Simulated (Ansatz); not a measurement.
Consider the formal exchange of groups at the Se–B bond: `NB[SeH]` + `CC(=N)CBr` → `CC(=N)C[SeH]` + `NBBr`.

Gas-phase electronic energies from Ansatz, PBE0-D4/def2-TZVP geometries. CBS: MP2 limit from def2 TZ/QZ plus the TZ coupled-cluster correction, frozen cores. Functionals use def2-TZVPP. For Br, Se outer-core shells are correlated without core-valence functions, which leaves a few kJ/mol of doubt a bond. Scalar relativity is left out up to krypton. Each species was taken in one conformer, which may not be the lowest.

```json
{"species": "`NB[SeH]`", "B2PLYP energy (Eh)": "-2483.20984"}
{"species": "`CC(=N)CBr`", "B2PLYP energy (Eh)": "-2746.35864"}
{"species": "`CC(=N)C[SeH]`", "B2PLYP energy (Eh)": "-2574.35567"}
{"species": "`NBBr`", "B2PLYP energy (Eh)": "-2655.22458"}
```

Problem. Work out ΔE.

Solution. ΔE = (-2574.35567) + (-2655.22458) − (-2483.20984) − (-2746.35864) = -0.01177 Eh = -30.9 kJ/mol. CCSD(T)/CBS gives -31.1 kJ/mol.

Largest T1 diagnostic among the species: 0.011.
